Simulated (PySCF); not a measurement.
C₆ coefficients of unlike pairs at r2SCANh

Calculated with PySCF 2.14 from the dipole response of each species, C₆(A,B) = (3/π) ∫ α_A(iu) α_B(iu) du, in atomic units, from isotropic polarisabilities. For ions this is the dispersion term alone; charge-induced terms of lower order in 1/R come first.

```json
{"species": "Pd", "configuration": "[Kr] 4d10 (1S)", "basis": "def2-TZVPPD with the def2 core potential (28 electrons) (6s4p3d2f1g)", "relativity": "core potential", "α (bohr³)": "18.52", "C₆ (like pair)": "86.61"}
{"species": "Co", "configuration": "[Ar] 3d7 4s2 (4F)", "basis": "def2-QZVPPD (11s6p5d4f2g)", "relativity": "none", "α (bohr³)": "57.34", "C₆ (like pair)": "518.4"}
{"species": "Ne²⁺", "configuration": "[He] 2s2 2p4 (3P)", "basis": "dyall-av3z (15s9p3d2f)", "relativity": "spin-free X2C", "α (bohr³)": "0.8585", "C₆ (like pair)": "1.097"}
{"species": "Mg⁺", "configuration": "[Ne] 3s1 (2S)", "basis": "def2-QZVPPD (9s5p5d2f)", "relativity": "none", "α (bohr³)": "35.76", "C₆ (like pair)": "162.4"}
```

Estimate C₆ for Mg⁺ with Ne²⁺.

The integral gives 7.649. The combination rule 2 C_A C_B / (C_A α_B/α_A + C_B α_A/α_B) gives 7.182 and the geometric mean 13.34.

No spin-orbit coupling is included.

The other pairs:

| pair | C₆ |
| --- | --- |
| Mg⁺, Co | 287.7 |
| Co, Pd | 199.3 |
| Mg⁺, Pd | 106.7 |
| Ne²⁺, Co | 15.48 |
| Ne²⁺, Pd | 8.456 |
